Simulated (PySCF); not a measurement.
C₂HAlN₂O₂.

```xyz
8

Al     0.0000     0.0000     1.1440
H      0.0000     0.0000     2.7083
N      0.0000     1.5126     0.2269
C      0.0000     2.5402    -0.3968
O      0.0000     3.5389    -0.9997
N      0.0000    -1.5126     0.2269
C      0.0000    -2.5402    -0.3968
O      0.0000    -3.5389    -0.9997
```

Coordinates come from a PBE0-D3(BJ)/def2-SVP optimisation. The structure was generated by enumeration; whether it is a known compound was not checked. The values are those of a single conformer.

Method: B3LYP/pcSseg-1 in PySCF. Non-relativistic, no solvent.

Computed absolute GIAO shielding of each atom: isotropic value and principal components (ppm):
```csv
atom,σ(iso),σ11,σ22,σ33,span
Al1,453.4,418.3,426.9,514.9,96.6
H2,27.6,23.7,25.6,33.4,9.7
N3,205.3,133.7,150.5,331.8,198.1
C4,53.3,-60.9,-59.8,280.6,341.5
O5,193.0,87.1,105.4,386.4,299.3
N6,205.3,133.7,150.5,331.8,198.1
C7,53.3,-60.9,-59.8,280.6,341.5
O8,193.0,87.1,105.4,386.4,299.3
```
